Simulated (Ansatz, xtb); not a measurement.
C4H5BF2O: which of two isomers lies lower

We compare I, `C/C=C(\C=O)B(F)F`, a singlet, with II, `C=CC(=O)CB(F)F`, a singlet. Both are isolated molecules in the gas phase, relaxed with r2SCAN-D4/def2-SVP, each in the lowest conformer that the search found.

Quicker runs give these differences E(II) − E(I): GFN2-xTB −3.93 kJ/mol; HF/STO-3G +3.66 kJ/mol (at GFN2-xTB geometries); r2SCAN-D4/def2-SVP//GFN2-xTB +2.79 kJ/mol.

Question: Estimate which is lower in electronic energy at CCSD(T)/def2-SVP + ΔMP2/def2-TZVPP, and by roughly how much.

Answer: Not settled: CCSD(T)/def2-SVP + ΔMP2/def2-TZVPP gives E(II) − E(I) = −4.37 kJ/mol, but this leans on the basis-set step: CCSD(T) alone gives −0.47 kJ/mol.

The same difference at several levels:

```csv
level,geometry,E(II) − E(I) (kJ/mol),departure from the last row (kJ/mol),"job, with rough time for the two"
GFN2-xTB,GFN2-xTB,−3.93,+0.44,"optimisation, 0.26 s"
HF/STO-3G,GFN2-xTB,+3.66,+8.03,"single point, 0.32 s"
r2SCAN-D4/def2-SVP//GFN2-xTB,GFN2-xTB,+2.79,+7.16,"single point, 3.3 s"
r2SCAN-D4/def2-SVP,r2SCAN-D4/def2-SVP,+2.15,+6.52,"optimisation, 60 s"
HF/def2-SVP,r2SCAN-D4/def2-SVP,+3.33,+7.70,part of the CCSD(T) run
MP2/def2-SVP,r2SCAN-D4/def2-SVP,−0.72,+3.65,part of the CCSD(T) run
CCSD(T)/def2-SVP,r2SCAN-D4/def2-SVP,−0.47,+3.89,single point
CCSD(T)/def2-SVP + ΔMP2/def2-TZVPP,r2SCAN-D4/def2-SVP,−4.37,,"single point, 74 s"
```

As drawn, both hold the same kinds of bond in the same numbers. Structure I has 1 methyl group, II 0.

HF/STO-3G, r2SCAN-D4/def2-SVP//GFN2-xTB, r2SCAN-D4/def2-SVP, HF/def2-SVP put the two in the other order. MP2/def2-SVP, CCSD(T)/def2-SVP find them nearly level. The largest departure from CCSD(T)/def2-SVP + ΔMP2/def2-TZVPP is that of HF/STO-3G, 8.03 kJ/mol. The last row adds to CCSD(T) the change of the MP2 difference between the two basis sets, here −3.89 kJ/mol.

With thermal terms from frequencies at re-optimised GFN2-xTB minima (ideal gas, soft modes damped towards free rotors, one conformer each, 298.15 K, 1 atm): the zero-point term adds +1.07 kJ/mol; ΔH is −4.07 and ΔG −3.10 kJ/mol.

The correlated steps freeze 8 core orbitals. Programs: Ansatz 0.2.0, xtb 6.7.1; the last row on 4 threads of Arm Neoverse V1 on a shared host.
